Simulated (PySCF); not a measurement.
A GIAO shielding run with PySCF 2.14 (density fitting, non-relativistic, gas phase) on SMILES C=C[SiH2][SiH2]COC, C$_{4}$H$_{12}$OSi$_{2}$:

```
$ OMP_NUM_THREADS=1 python probes_run.py task.json out

{"job": {"kind": "nmr", "xc": "PBE0", "basis": "pcSseg-1"}, "charge": 0, "multiplicity": 1}
C     -1.777622    -1.770596     0.177703
C     -2.197440    -0.523783     0.322924
Si    -1.338380     0.777886     1.385295
Si     0.044891     2.090952     0.068961
C      1.098218     0.858311    -0.940353
O      1.374357    -0.178501    -0.016689
C      2.127496    -1.229581    -0.555174
H     -0.909061    -2.135738     0.701747
H     -2.272262    -2.485197    -0.464884
H     -3.074170    -0.210214    -0.233898
H     -0.640597     0.099180     2.483299
H     -2.408780     1.583882     2.001780
H     -0.586750     2.992309    -0.909743
H      0.980015     2.937443     0.822955
H      0.556772     0.453957    -1.807171
H      2.034352     1.287234    -1.320846
H      1.610730    -1.690076    -1.407727
H      3.112648    -0.880256    -0.891264
H      2.255779    -1.967963     0.234845
```

Hardware: 1 thread of an Arm Neoverse N1, shared host. The job also computes population analyses, field gradients.

Question: How large is the calculation?

Answer: 72 electrons, 193 basis functions and 1047 auxiliary functions.

Question: How long does it take, and how much memory does it need?

Answer: 71 s of wall time, with 12 SCF cycles and 5 response iterations; peak memory 0.78 GiB. Times on a shared host scatter by some tens of per cent.
